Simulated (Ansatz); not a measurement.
Question: Name a neutral molecule of C, O, Si and H with HOMO energy (ωB97M-V/def2-TZVPP) between -10.35 and -10.05 eV and HOMO–LUMO gap (PBE/def2-TZVPP) between 5.90 and 6.20 eV (Ansatz, PBE0-D4/def2-TZVP geometry).

Answer: `OC(O)(O)[SiH3]` (-10.13 eV, 6.00 eV); `[SiH3]C1CO1` (-10.20 eV, 6.04 eV); `OC(O)[SiH3]` (-10.18 eV, 5.99 eV); `O[SiH]1CCC1` (-10.08 eV, 6.20 eV); `CCC[SiH2]O` (-10.24 eV, 5.98 eV); `[SiH3]OC1CO1` (-10.31 eV, 6.08 eV). Other molecules can fit too; these were computed, each in one conformer that needn't be the lowest.
